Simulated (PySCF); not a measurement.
PySCF input for fluoromethylidenecyclobutane (C5H7F), SMILES FC=C1CCC1, PBE/pcSseg-1. Geometry: B3LYP-D3(BJ)/def2-SVP. A frequency run showed that this geometry is not a minimum.

```python
import numpy as np
from pyscf import gto, scf, dft
from pyscf.prop.nmr import rks as nmr

mol = gto.M(
    atom='''
    F    -0.35762980   -2.34872422    0.00000000
    C     0.57326053   -1.37669152   -0.00000000
    C     0.23937282   -0.09210425   -0.00000000
    C    -1.09279576    0.63226470   -0.00000000
    C    -0.31259692    1.98276493   -0.00000000
    C     1.03847561    1.20067496   -0.00000000
    H     1.59585790   -1.76583396   -0.00000000
    H    -1.71576542    0.44803921   -0.89050438
    H    -1.71576542    0.44803920    0.89050438
    H    -0.47705919    2.60435628    0.89162230
    H    -0.47705919    2.60435628   -0.89162229
    H     1.66708090    1.35905401   -0.89157825
    H     1.66708090    1.35905401    0.89157826
    ''',
    basis='pcSseg-1',
    charge=0,
    spin=0,
    max_memory=1600,
    verbose=3,
)
mf = dft.RKS(mol, xc='pbe')
mf.grids.level = 3
mf.conv_tol = 1e-10
mf.max_cycle = 100
mf.kernel()
n = nmr.NMR(mf)
n.verbose = 2
n.max_cycle_cphf = 60
sigma = n.kernel()
print('atom   isotropic/ppm   span/ppm')
for i, s in enumerate(sigma):
    w = np.linalg.eigvalsh((s + s.T) / 2)
    print(f'{mol.atom_symbol(i):2s}{i + 1:3d} {w.mean():14.3f} {w[2] - w[0]:11.3f}')
```

Program output:

```
converged SCF energy = -294.144429846716
atom   isotropic/ppm   span/ppm
F   1        278.445     221.071
C   2         27.985     133.057
C   3         55.151     167.849
C   4        151.319      22.882
C   5        160.167      22.164
C   6        151.686      27.440
H   7         24.531       5.039
H   8         28.289       7.834
H   9         28.289       7.834
H  10         29.178       7.611
H  11         29.178       7.611
H  12         28.374       7.974
H  13         28.374       7.974
```

The run converged.
